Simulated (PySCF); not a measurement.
Species: C5H11BOS2.
Numbering: `[CH3:1][CH:2]([CH3:3])[O:4][C@H:5]1[CH2:6][S:7][BH:8][S:9]1` (hydrogens: H10, H11, H12 on C1; H13 on C2; H14, H15, H16 on C3; H17 on C5; H18, H19 on C6; H20 on B8)

All values: PBE0/pcSseg-1 (PySCF, non-relativistic), on one gas-phase PBE0-D3(BJ)/def2-SVP geometry that isn't relaxed in the solvent. The solvent is an IEF-PCM continuum (cavity from Bondi-type radii × 1.2). Only the electrostatic response of the medium enters.

Gas phase at PBE0/pcSseg-1: HOMO -6.97 eV, LUMO -0.77 eV, dipole 2.80 D.

**Question.** What does the continuum do to the energy, the frontier levels and the dipole at PBE0/pcSseg-1 in tetrahydrofuran and water?

**Answer.** 
```
        solvent      ε  E(solvent) − E(gas) (kJ/mol)  polarisation term (kJ/mol)  distortion of the solute (kJ/mol)  HOMO (eV)  LUMO (eV)  dipole (D)
tetrahydrofuran  7.426                        -14.92                      -16.83                               1.91      -7.04      -0.84        3.50
          water  78.36                        -18.65                      -21.80                               3.15      -7.07      -0.87        3.68
```

The first energy column is the sum of the next two and covers electrostatics alone. From tetrahydrofuran to water the lowering changes by a factor 1.25, Onsager's factor (ε − 1)/(2ε + 1) by 1.21 and ε itself by 10.6.

**Question.** Which radius a makes the point-dipole formula ΔE = −[(ε − 1)/(2ε + 1)]·μ²/a³ give the value in water, with the gas-phase dipole?

**Answer.** μ = 1.103 au and |ΔE| = 0.00710 Eh give a = 2.32 Å; the farthest nucleus lies 4.67 Å from the centroid of the nuclei, so such a sphere wouldn't even hold the nuclei. The formula assumes a rigid point dipole at the centre of a sphere.

**Question.** Which Mulliken charges (PBE0/pcSseg-1) respond most in tetrahydrofuran (means over atoms taken as equivalent)?

**Answer.** 
| atoms | environment | gas (e) | solvent (e) | change |
| --- | --- | --- | --- | --- |
| S9 | sulfur bonded to B and C | -0.131 | -0.162 | -0.031 |
| S7 | sulfur bonded to B and C | -0.115 | -0.144 | -0.029 |
| H17 | methine hydrogen | +0.147 | +0.167 | +0.020 |
| H19 | methylene hydrogen | +0.167 | +0.185 | +0.018 |
| O4 | ether oxygen | -0.476 | -0.492 | -0.016 |
| H13 | methine hydrogen | +0.106 | +0.122 | +0.016 |

**Question.** Which Mayer bond orders change most in tetrahydrofuran?

**Answer.** 
| bond | length (Å) | gas | solvent | change |
| --- | --- | --- | --- | --- |
| S9–C5 | 1.885 | 0.960 | 0.946 | -0.014 |
| C2–O4 | 1.426 | 0.847 | 0.835 | -0.012 |
| C6–S7 | 1.819 | 0.999 | 0.990 | -0.009 |
| C6–H19 | 1.099 | 0.930 | 0.925 | -0.005 |
| O4–C5 | 1.370 | 0.972 | 0.975 | +0.003 |
| C5–C6 | 1.516 | 0.984 | 0.987 | +0.003 |
| C5–H17 | 1.108 | 0.906 | 0.903 | -0.003 |
| C2–C3 | 1.515 | 1.050 | 1.052 | +0.002 |

**Question.** How do the nuclear quadrupole coupling constants eQVzz/h respond in tetrahydrofuran?

**Answer.** 
```
  nucleus  Q (barn)  gas (MHz)  solvent (MHz)  η gas  η solvent
17O at O4   -0.0256     -11.79         -11.70   0.84       0.83
33S at S7  -0.06781     -32.42         -31.30   0.56       0.57
11B at B8   0.04059       3.41           3.42   0.52       0.51
33S at S9  -0.06781     -28.21         -26.99   0.59       0.60
```

Shape of the structure used: `[CH3:1][CH:2]([CH3:3])[O:4][C@H:5]1[CH2:6][S:7][BH:8][S:9]1`: C1–C2–O4–C5 93°, C2–O4–C5–C6 158°.
